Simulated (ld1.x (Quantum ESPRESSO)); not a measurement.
**osmium (Os), PAW: configuration errors across variants**

* Element: osmium (Os)
* Generator: ld1.x (Quantum ESPRESSO) 7.5
* Type: PAW
* Functional: PBE
* Relativity: scalar-relativistic
* Frozen core: [Xe]
* Valence charge: 22
* Reference configuration: 4f14 5d6.5 6s1.5 6p0
* Partial waves: 6s (bound): rcut 1.95, rcutus 2.65 bohr; 6s channel at -0.1 Ry: rcut 1.95, rcutus 2.65 bohr; 6p (bound, empty): rcut 2.65, rcutus 3.30 bohr; 6p channel at 1.5 Ry: rcut 2.65, rcutus 3.30 bohr; 5d (bound): rcut 2.05, rcutus 2.25 bohr; 5d channel at 2.35 Ry: rcut 2.05, rcutus 2.25 bohr; 4f (bound): rcut 0.85, rcutus 1.10 bohr; 4f channel at -2.8 Ry: rcut 0.85, rcutus 1.10 bohr
* Local potential: all-electron potential smoothed inside 2.75 bohr (lloc = -1)
* Core correction: Bessel-smoothed model core inside 0.55 bohr
* Augmentation charge: PSQ, inside the norm-conserving radii

All-electron excitation energies from the reference (eV): (1) 4f14 5d6 6s2 6p0 -0.054; (2) 4f14 5d6 6s1 6p0 9.523; (3) 4f14 5d6 6s0 6p0 26.437; (4) 4f14 5d6 6s0 6p2 10.400; (5) 4f13 5d7 6s2 6p0 50.195; (6) 4f14 5d7 6s1 6p0 0.263; (7) 4f14 5d5 6s2 6p1 6.051.

The overlap operator is not positive definite (basis up to 400 Ry) in “type ultrasoft; local potential all-electron potential smoothed inside 0.85 bohr (lloc = -2)”, “local potential all-electron potential smoothed inside 1.45 bohr (lloc = -2)”. Such files are unfit for use, however small their errors in these radial tests.

Tests that are not counted but printed errors over 1 eV. “type ultrasoft; local potential all-electron potential smoothed inside 0.85 bohr (lloc = -2)”: 4f13 5d7 6s2 6p0 (solver errors, printed error -13.2 eV); 4f14 5d7 6s1 6p0 (solver errors, printed error -6795 eV). “waves 4f (bound): rcut 0.85, rcutus 1.26 bohr; 4f channel at -2.8 Ry: rcut 0.85, rcutus 1.26 bohr”: 4f14 5d7 6s1 6p0 (solver errors, printed error -6579 eV); 4f14 5d6 6s2 6p0 (solver errors, printed error -6537 eV); 5 more. “local potential all-electron potential smoothed inside 1.45 bohr (lloc = -2)”: 4f14 5d6 6s2 6p0 (solver errors, printed error -6524 eV).

4 further variants failed, have other tests or another functional or relativity, and are left out.

A true bound ghost makes a file unfit for plane-wave use even where its test errors are small: the radial tests pick states by their node count and pass the ghost by. Where a test does run into it, the solver fails or the error is huge.

Errors AE − PS in meV (a dash: test not solved or not reliable):

| change | (1) | (2) | (3) | (4) | (5) | (6) | (7) | bound ghosts |
| --- | --- | --- | --- | --- | --- | --- | --- | --- |
| base | -3.1 | -7.3 | -23 | -11 | -2029 | -6.4 | -55 | not determined |
| waves 6s (bound): rcut 1.95, rcutus 2.52 bohr; 6s channel at -0.1 Ry: rcut 1.95, rcutus 2.52 bohr | -3.3 | -7.3 | -23 | -11 | -2094 | -6.5 | -57 | not determined |
| type ultrasoft; local potential all-electron potential smoothed inside 0.85 bohr (lloc = -2) | +12 | +19 | +33 | +36 | – | – | +119 | p (s, d not tested, overlap not positive) |
| waves 4f (bound): rcut 0.85, rcutus 1.26 bohr; 4f channel at -2.8 Ry: rcut 0.85, rcutus 1.26 bohr | – | – | – | – | – | – | – | not determined |
| waves 6p (bound): rcut 2.65, rcutus 4.06 bohr; 6p channel at 1.5 Ry: rcut 2.65, rcutus 4.06 bohr | -3.1 | -7.3 | -23 | -10 | -2030 | -6.4 | -54 | not determined |
| wave 6p channel at 1.5 Ry: rcut 2.65, rcutus 3.30 bohr becomes 6p channel at 1.22 Ry: rcut 2.65, rcutus 3.30 bohr | -3.1 | -7.3 | -23 | -11 | -2029 | -6.4 | -55 | not determined |
| local potential all-electron potential smoothed inside 1.45 bohr (lloc = -2) | – | – | – | – | – | – | – | s (d not tested, overlap not positive) |

**Question.** Give the same row for: waves 5d (bound): rcut 2.05, rcutus 2.70 bohr; 5d channel at 2.35 Ry: rcut 2.05, rcutus 2.70 bohr.

**Answer.** -3.2, -9.9, -35, -14, -2129, -6.5, -57; bound ghosts: not determined.
